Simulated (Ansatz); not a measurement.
Computed with Ansatz on PBE0-D4/def2-TZVP structures; ΔE is electronic, products minus reactants. CCSD(T)/CBS is the MP2 limit (def2-TZVPP, def2-QZVPP) plus CCSD(T) − MP2 in def2-TZVPP, frozen cores. This one scheme is used for every species. DFT in def2-TZVPP. Each species was taken in one conformer, which may not be the lowest.

Consider the silylene formation by 1,1-elimination: `C[SiH2]C(=S)S` → `S=CS` + `C[SiH]`.

`C[SiH2]C(=S)S`:

```xyz
11

C    -1.307    1.084    0.557
Si   -0.633   -0.573    0.046
C     1.155   -0.370   -0.567
S     1.470    0.765   -1.689
S     2.297   -1.447    0.135
H    -0.747    1.484    1.405
H    -2.357    0.996    0.846
H    -1.228    1.787   -0.274
H    -1.394   -1.162   -1.086
H    -0.636   -1.538    1.180
H     3.380   -1.026   -0.553
```

`S=CS`:

```xyz
5

S    -0.096   -1.527    0.812
C    -0.389   -0.002    0.376
S     0.394    0.947   -0.826
H    -1.174    0.587    0.855
H     1.265   -0.004   -1.217
```

`C[SiH]`:

```xyz
6

C    -0.151    0.430    0.269
Si   -0.325   -1.427   -0.049
H     0.888    0.664    0.537
H    -0.813    0.807    1.048
H    -0.343    0.981   -0.661
H     0.745   -1.454   -1.144
```

```json
{"level": "PBE-D4", "ΔE (eV)": "2.54"}
{"level": "ωB97M-V", "ΔE (eV)": "2.46"}
{"level": "r2SCAN", "ΔE (eV)": "2.66"}
{"level": "HF/def2-TZVPP", "ΔE (eV)": "2.24"}
```

(1) What does CCSD(T)/CBS give? (Estimate.)

Largest T1 diagnostic among the species: 0.018.

Results:

(1) Computed: +2.54 eV. The listed levels differ from it by 0.00, -0.08, 0.12, -0.30 eV.

From PBE to PBE0 (25 % exact exchange), in def2-TZVPP and without D4, ΔE moves by +0.10 eV. The D4 term adds +0.21 eV with B3LYP and +0.12 eV with PBE0; it sums over pairs of atoms, weighted by their polarisabilities, and B3LYP, whose exchange is more repulsive, gets the larger term.

B3LYP here is the variant with VWN-RPA as its local correlation; programs differ in this.
